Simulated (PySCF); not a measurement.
H₈Ge₂O₂Si, SMILES O[Si](O)([GeH3])[GeH3] (PBE0/def2-SVP optimised geometry):

```
13

O      1.224    -1.424     0.001
Si     0.772     0.185     0.000
O      1.223     0.991     1.393
Ge    -1.601     0.185     0.000
Ge     1.815     1.262    -1.869
H      2.146    -1.630    -0.181
H      2.144     1.252     1.481
H     -2.133     1.630     0.000
H     -2.146    -0.542     1.242
H     -2.134    -0.523    -1.260
H      1.460     0.581    -3.206
H      3.354     1.186    -1.713
H      1.440     2.753    -1.966
```

Level of theory: PBE0/def2-TZVP (PySCF).

Q: What are the frontier orbital energies and the dipole moment?

A: HOMO-2 -9.23 eV, HOMO-1 -9.02 eV, HOMO -7.43 eV, LUMO -0.53 eV, LUMO+1 -0.03 eV; dipole moment 2.26 D.

On the same geometry PBE/def2-TZVP (PySCF) gives HOMO-2 -7.66 eV, HOMO-1 -7.57 eV, HOMO -6.32 eV, LUMO -1.31 eV, LUMO+1 -0.86 eV; dipole moment 2.18 D.

Meta-Löwdin charges at PBE0/def2-TZVP: O1 -0.75, Si2 0.94, O3 -0.75, Ge4 0.08, Ge5 0.02, H6 0.35, H7 0.35, H8 -0.04, H9 -0.03, H10 -0.04, H11 -0.04, H12 -0.05, H13 -0.04.
